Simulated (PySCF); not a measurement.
CH₉BSi₂ (calculated)

All values are calculated (PySCF 2.14.0). Calculation on a computer-drawn molecule: optimised geometry and harmonic frequencies of an isolated molecule of the commonest isotopes, restricted reference for singlets and unrestricted otherwise, frozen core in MP2.

### CH₉BSi₂

Start structure:
```xyz
13
CH9BSi2
C     -1.1322    -1.2333    -1.1640
B     -0.4127     0.0126    -1.9181
Si    -1.2277     1.8012    -1.7733
Si     1.2337    -0.2970    -2.9213
H     -0.9553    -2.1787    -1.6551
H     -0.6869    -1.2597    -0.1296
H     -2.2239    -1.0653    -1.0240
H     -1.6382     2.3545    -3.0191
H     -0.1838     2.7600    -1.2523
H     -2.3664     1.8909    -0.8528
H      2.3494     0.5305    -2.4737
H      1.7696    -1.7690    -2.8413
H      1.1039    -0.1007    -4.3993
```

Here we set charge 0, multiplicity 1, method HF and basis cc-pV(D+d)Z.

Drawn bonds:
```
atom  other atom  order
   1           2      1
   2           3      1
   2           4      1
   1           5      1
   1           6      1
   1           7      1
   3           8      1
   3           9      1
   3          10      1
   4          11      1
   4          12      1
   4          13      1
```

## Withheld values
1. Estimate the total energy of CH₉BSi₂.
2. What rotational constants does the calculation give for CH₉BSi₂?

## Answers
1. -645.6364 hartree
2. 4.846, 2.329, 1.648 GHz

Further results for CH₉BSi₂:

| Item | Value |
| --- | --- |
| convergence status largest gradient component | 2.079e-06 hartree/bohr |

Optimised structure:
```xyz
13
CH9BSi2
C     -1.1732    -1.2582    -1.2329
B     -0.4487    -0.0228    -1.9015
Si    -1.1571     1.8859    -1.6480
Si     1.2640    -0.3399    -2.9878
H     -0.9584    -2.2276    -1.6893
H     -0.7559    -1.2979    -0.2121
H     -2.2533    -1.1431    -1.1148
H     -1.2340     2.5885    -2.9561
H     -0.2130     2.6441    -0.7836
H     -2.5021     1.9373    -1.0175
H      2.1355     0.8580    -3.0888
H      2.0710    -1.4544    -2.4246
H      0.8546    -0.7239    -4.3669
```

Modes:
```
frequency (cm⁻¹)  reduced mass (dalton)
           31.47                  1.078
           67.16                  1.036
           122.7                  1.089
             140                  3.056
           223.8                  2.179
           248.3                  1.788
           409.6                  4.321
           498.2                  1.129
           560.6                  1.321
           589.4                  1.239
           661.2                  1.346
           761.4                  2.337
             833                  1.837
           968.8                  1.118
            1001                  1.116
            1016                  1.055
            1018                  1.049
            1030                   1.04
            1034                  1.038
            1073                  1.762
            1098                  3.289
            1427                  1.278
            1524                  1.042
            1577                  1.075
            2271                  1.045
            2276                  1.047
            2279                  1.049
            2282                  1.042
            2288                  1.028
            2296                  1.027
            3113                  1.054
            3205                  1.076
            3249                  1.105
```
